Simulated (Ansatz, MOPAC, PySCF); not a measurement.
Complex: HI (SMILES I) (first 2 atoms) with Si2H6 (SMILES [SiH3][SiH3]); geometry from B3LYP-D3(BJ)/def2-TZVP.
(charge 0, multiplicity 1):
| atom | x (Å) | y (Å) | z (Å) |
|---|---|---|---|
| I | -0.6121 | -0.3548 | -0.5704 |
| H | 0.3242 | -0.2524 | 0.7434 |
| Si | -0.4044 | 0.0234 | 3.7397 |
| Si | 0.0900 | 0.2066 | 6.0238 |
| H | -1.2236 | -1.1819 | 3.4706 |
| H | 0.8545 | -0.0902 | 2.9573 |
| H | -1.1374 | 1.2189 | 3.2600 |
| H | -1.1627 | 0.3253 | 6.8085 |
| H | 0.9245 | 1.4070 | 6.2716 |
| H | 0.8303 | -0.9931 | 6.4842 |

Counterpoise-corrected where a basis set is named; no monomer relaxation. Rows marked so take none.

Rows in STO-3G carry no dispersion term and start afresh at each structure; the Pople sets are all-electron and without relativity. The state reached by PM3 isn't checked.

The values were computed with Ansatz (a first-principles code) with Gaussian orbitals; MOPAC for PM3 (differences of heats of formation); PySCF for STO-3G rows, the dispersion terms. Values without a source in brackets are computed. In def2 rows elements past Kr take small-core potentials, without spin–orbit coupling.

Question: One of these levels gives -2.30 kcal/mol for the interaction energy. Name it.
(A) revPBE-D4/def2-TZVPPD
(B) PBE-D4/def2-TZVPPD
(C) HF/STO-3G (no counterpoise)
(D) PM3

Answer: D, PM3. The others give 0.84 (HF/STO-3G (no counterpoise)), -1.26 (PBE-D4/def2-TZVPPD), -0.53 (revPBE-D4/def2-TZVPPD)
